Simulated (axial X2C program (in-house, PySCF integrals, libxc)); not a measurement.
## CdH⁻: from the spin-free to the two-component result

Computed with an in-house relativistic program for diatomic molecules. Spin-free means the one-electron spin-free X2C Hamiltonian; two-component (2c) means X2C with spin–orbit coupling and atomic mean-field two-electron Coulomb and Gaunt terms, so the difference of the two also holds small scalar two-electron terms. Basis: Cd dyall-acv3z [13s13p9d5f3g], H dyall-av3z [7s3p2d] (cores contracted in-house); Gaussian nuclei, density fitting, unrestricted open shells. Masses: Cd 113.903 u, H 1.008 u.

Spin-free state: M_S = 0, Λ = 0 (closed shell); fragments Cd + H-.

```tsv
level	Re (Å)	ωe (cm⁻¹)	De (eV)	μ (D)
PBE0	1.950	976.4	1.114	0.13
HF	1.964	1009.3	1.042	0.77
MP2	1.936	974.9	0.955	n/a
r2SCAN0	1.935	1010.8	1.177	0.18
```

Correlated methods: 14 electrons correlated (number of frozen shells: Cd 4 s, 3 p, 1 d; H none), 242 virtual spin orbitals or spinors in MP2.

Dipoles are positive if H is the positive end and refer to the centre of mass.

Two-component determinant lowest at the distance of the search:

Ω = 0 (closed shell); fragments Cd + H-.

| level | Re (Å) | ωe (cm⁻¹) | De (eV) | μ (D) |
| --- | --- | --- | --- | --- |
| PBE0 | 1.948 | 977.2 | 1.116 | 0.15 |
| HF | 1.964 | 1009.5 | 1.043 | 0.78 |
| MP2 | 1.935 | 974.6 | 0.955 | n/a |
| r2SCAN0 | 1.934 | 1011.4 | 1.179 | 0.19 |

(1) From the two tables, how do the constants change at the MP2 level (2c against spin-free)?

The state is one determinant whose occupation by symmetry is held fixed; it was picked as the lowest of a PBE0 search that is not exhaustive. De is counted from the lowest determinant-based energies of the atoms at the same level, without counterpoise correction. The highest occupied level of some functionals is positive through self-interaction error; at Hartree–Fock it is bound. Hartree–Fock gets electron affinities wrong, so its lowest charge split need not be the true one.

## Answers

(1) At the MP2 level Re is unchanged within 0.001 Å and ωe goes down by 0.3 cm⁻¹; De changes by 0.000 eV.
